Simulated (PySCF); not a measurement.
Job file and geometry (Å, from GFN2-xTB) of an NMR shielding run on `N#C[SiH2]C[SiH2]C`, C$_{3}$H$_{9}$NSi$_{2}$, GIAO PBE0/pcSseg-1 NMR shielding, non-relativistic, gas phase (PySCF); density fitting, a coarse starting grid and PySCF grid level 2 are the driver's defaults:

```
$ OMP_NUM_THREADS=1 python probes_run.py task.json out

{"job": {"kind": "nmr", "xc": "PBE0", "basis": "pcSseg-1"}, "charge": 0, "multiplicity": 1}
C      1.909803     0.665358    -0.406531
Si     1.051167    -1.005726    -0.638703
C     -0.576698    -1.060382     0.363472
Si    -1.988785     0.052359    -0.235205
C     -1.442093     1.832857    -0.070618
N     -1.112085     2.925557     0.030008
H      2.820501     0.718071    -0.995543
H      1.272258     1.490852    -0.709999
H      2.182672     0.830832     0.632146
H      0.745630    -1.236365    -2.057422
H      1.919669    -2.090652    -0.156473
H     -0.355137    -0.823968     1.405499
H     -0.941794    -2.088086     0.361473
H     -2.301076    -0.143104    -1.653257
H     -3.188447    -0.059613     0.603586
```

Q: What does the program print?

A: 
```
coarse grid: 13152 points
cycle   1  E = -752.8799141800  dE =  2.301e-01  |g| = 5.188e-01  |ddm| = 3.412e+00
cycle   2  E = -752.7797132521  dE =  1.002e-01  |g| = 8.383e-01  |ddm| = 9.425e-01
cycle   3  E = -752.9375653398  dE = -1.579e-01  |g| = 2.219e-01  |ddm| = 5.992e-01
cycle   4  E = -752.9480243577  dE = -1.046e-02  |g| = 3.680e-02  |ddm| = 1.415e-01
cycle   5  E = -752.9483345104  dE = -3.102e-04  |g| = 1.027e-02  |ddm| = 3.950e-02
cycle   6  E = -752.9483624122  dE = -2.790e-05  |g| = 2.037e-03  |ddm| = 1.141e-02
cycle   7  E = -752.9483634280  dE = -1.016e-06  |g| = 6.239e-04  |ddm| = 2.265e-03
final grid: 116816 points
cycle   8  E = -752.9814439018  dE = -2.154e-05  |g| = 6.250e-03  |ddm| = 1.905e-02
cycle   9  E = -752.9814395709  dE =  4.331e-06  |g| = 7.477e-03  |ddm| = 1.057e-02
cycle  10  E = -752.9814532957  dE = -1.372e-05  |g| = 1.346e-03  |ddm| = 5.943e-03
cycle  11  E = -752.9814536588  dE = -3.631e-07  |g| = 4.037e-04  |ddm| = 8.930e-04
cycle  12  E = -752.9814536933  dE = -3.450e-08  |g| = 7.509e-05  |ddm| = 2.985e-04
cycle  13  E = -752.9814536946  dE = -1.310e-09  |g| = 2.283e-05  |ddm| = 7.884e-05
cycle  14  E = -752.9814536947  dE = -1.262e-10  |g| = 6.836e-06  |ddm| = 2.654e-05
converged SCF energy = -752.9814536947

GIAO shielding tensors (ppm)
atom      isotropic    diamagn.    paramagn.     s11        s22        s33       span
  0 C      192.408     255.400     -62.992    188.684    190.427    198.111      9.427
  1 Si     390.438     881.139    -490.701    354.640    389.970    426.705     72.065
  2 C      195.683     259.347     -63.664    188.451    191.757    206.841     18.390
  3 Si     418.096     879.555    -461.459    387.113    399.920    467.255     80.143
  4 C       60.433     264.102    -203.669    -57.730    -48.227    287.255    344.986
  5 N      -98.732     337.976    -436.709   -295.769   -292.760    292.332    588.101
  6 H       31.508      29.780       1.728     26.820     27.818     39.886     13.066
  7 H       30.595      34.493      -3.898     24.794     29.147     37.844     13.049
  8 H       31.396      32.683      -1.287     27.378     28.680     38.131     10.753
  9 H       27.377      30.102      -2.725     24.157     25.678     32.296      8.140
 10 H       27.192      29.527      -2.334     23.269     25.364     32.944      9.675
 11 H       31.593      33.792      -2.199     27.395     28.745     38.639     11.244
 12 H       31.898      31.068       0.830     26.241     28.804     40.649     14.408
 13 H       27.286      28.314      -1.028     24.431     25.111     32.316      7.886
 14 H       27.065      27.250      -0.184     23.310     24.997     32.889      9.579
```

Size and cost of the density-fitted run: 161 basis functions, 49 s wall time on 1 thread of an Intel Xeon, shared host; peak memory 0.74 GiB.
